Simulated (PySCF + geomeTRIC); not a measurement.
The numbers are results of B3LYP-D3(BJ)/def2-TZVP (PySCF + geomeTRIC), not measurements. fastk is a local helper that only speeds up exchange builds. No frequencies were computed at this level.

```python
import json, numpy as np
from pyscf import gto, dft
from fastk import lowrank_exchange
atoms = """
C      2.182039     0.226088     0.009194
C      1.072850    -0.230126    -0.009159
N     -0.171960    -0.722549    -0.097381
C     -1.264069     0.229448    -0.090285
H      3.162760     0.590792    -0.002588
H     -0.327385    -1.521963     0.506190
H     -2.177841    -0.285410    -0.388604
H     -1.048513     1.013107    -0.816054
H     -1.427881     0.700613     0.888689
"""
def scf(charge, spin, dm0=None):
    mol = gto.M(atom=atoms, basis='def2-tzvp', ecp={}, charge=charge, spin=spin, verbose=3, max_memory=3780)
    mf = dft.KS(mol, xc='b3lyp').density_fit(auxbasis="def2-universal-jkfit")
    mf.disp = 'd3bj'
    mf.grids.level = 3
    mf.conv_tol = 1e-8
    mf.max_cycle = 60
    mf.kernel(dm0)
    if not mf.converged:
        mf = mf.newton().run(mf.mo_coeff, mf.mo_occ).undo_soscf()
    return mf
mf = scf(0, 0)
from pyscf.geomopt.geometric_solver import kernel as optimize
path = []
done, mol = optimize(mf, maxsteps=80, assert_convergence=False, callback=lambda env: path.append((env["energy"], bool(env["g_scanner"].converged))))
res = dict(converged=bool(done and path[-1][1]), energy=path[-1][0], path=[e for e, c in path], xyz=mol.atom_coords(unit="Angstrom").tolist(), nao=mol.nao)
json.dump(res, open("result.json", "w"))
```

Output:

```
converged SCF energy = -172.072841611654
Geometry optimization cycle 1
converged SCF energy = -172.072841611377
cycle 1: E = -172.072841611  dE = -172.073  norm(grad) = 0.0189927
Geometry optimization cycle 2
converged SCF energy = -172.073278745664
cycle 2: E = -172.073278746  dE = -0.000437134  norm(grad) = 0.00446242
Geometry optimization cycle 3
converged SCF energy = -172.073327562303
cycle 3: E = -172.073327562  dE = -4.88166e-05  norm(grad) = 0.00227964
Geometry optimization cycle 4
converged SCF energy = -172.07337543343
cycle 4: E = -172.073375433  dE = -4.78711e-05  norm(grad) = 0.00252023
Geometry optimization cycle 5
converged SCF energy = -172.073400659524
cycle 5: E = -172.07340066  dE = -2.52261e-05  norm(grad) = 0.00287159
Geometry optimization cycle 6
converged SCF energy = -172.073426860496
cycle 6: E = -172.07342686  dE = -2.6201e-05  norm(grad) = 0.00188489
Geometry optimization cycle 7
converged SCF energy = -172.073434535333
cycle 7: E = -172.073434535  dE = -7.67484e-06  norm(grad) = 0.000911885
Geometry optimization cycle 8
converged SCF energy = -172.073437520569
cycle 8: E = -172.073437521  dE = -2.98524e-06  norm(grad) = 0.000635016
Geometry optimization cycle 9
converged SCF energy = -172.073438634952
cycle 9: E = -172.073438635  dE = -1.11438e-06  norm(grad) = 0.000437118
Geometry optimization cycle 10
converged SCF energy = -172.073438892642
cycle 10: E = -172.073438893  dE = -2.5769e-07  norm(grad) = 0.000160495
<class 'geometric.internal.Distance'> : 8
<class 'geometric.internal.Angle'> : 9
<class 'geometric.internal.LinearAngle'> : 4
<class 'geometric.internal.Dihedral'> : 6
<class 'geometric.internal.TranslationX'> : 1
<class 'geometric.internal.TranslationY'> : 1
<class 'geometric.internal.TranslationZ'> : 1
<class 'geometric.internal.RotationA'> : 1
<class 'geometric.internal.RotationB'> : 1
<class 'geometric.internal.RotationC'> : 1
Step    0 : Gradient = 6.331e-03/1.158e-02 (rms/max) Energy = -172.0728416114
Step    1 : Displace = 1.681e-02/2.765e-02 (rms/max) Trust = 1.000e-01 (=) Grad = 1.487e-03/2.618e-03 (rms/max) E (change) = -172.0732787457 (-4.371e-04) Quality = 0.992
Step    2 : Displace = 6.512e-03/1.001e-02 (rms/max) Trust = 1.414e-01 (+) Grad = 7.599e-04/1.671e-03 (rms/max) E (change) = -172.0733275623 (-4.882e-05) Quality = 1.531
Step    3 : Displace = 1.485e-02/2.184e-02 (rms/max) Trust = 2.000e-01 (+) Grad = 8.401e-04/1.784e-03 (rms/max) E (change) = -172.0733754334 (-4.787e-05) Quality = 1.290
Step    4 : Displace = 1.336e-02/2.066e-02 (rms/max) Trust = 2.828e-01 (+) Grad = 9.572e-04/1.790e-03 (rms/max) E (change) = -172.0734006595 (-2.523e-05) Quality = 1.516
Step    5 : Displace = 2.096e-02/3.318e-02 (rms/max) Trust = 3.000e-01 (+) Grad = 6.283e-04/1.248e-03 (rms/max) E (change) = -172.0734268605 (-2.620e-05) Quality = 1.255
Step    6 : Displace = 9.035e-03/1.449e-02 (rms/max) Trust = 3.000e-01 (=) Grad = 3.040e-04/6.556e-04 (rms/max) E (change) = -172.0734345353 (-7.675e-06) Quality = 1.312
Step    7 : Displace = 3.958e-03/6.105e-03 (rms/max) Trust = 3.000e-01 (=) Grad = 2.117e-04/4.754e-04 (rms/max) E (change) = -172.0734375206 (-2.985e-06) Quality = 1.319
Step    8 : Displace = 1.877e-03/3.201e-03 (rms/max) Trust = 3.000e-01 (=) Grad = 1.457e-04/3.284e-04 (rms/max) E (change) = -172.0734386350 (-1.114e-06) Quality = 1.256
Step    9 : Displace = 9.979e-04/1.778e-03 (rms/max) Trust = 3.000e-01 (=) Grad = 5.350e-05/9.168e-05 (rms/max) E (change) = -172.0734388926 (-2.577e-07) Quality = 0.974
Converged! =D
```

Cost: very roughly 90 core-seconds.
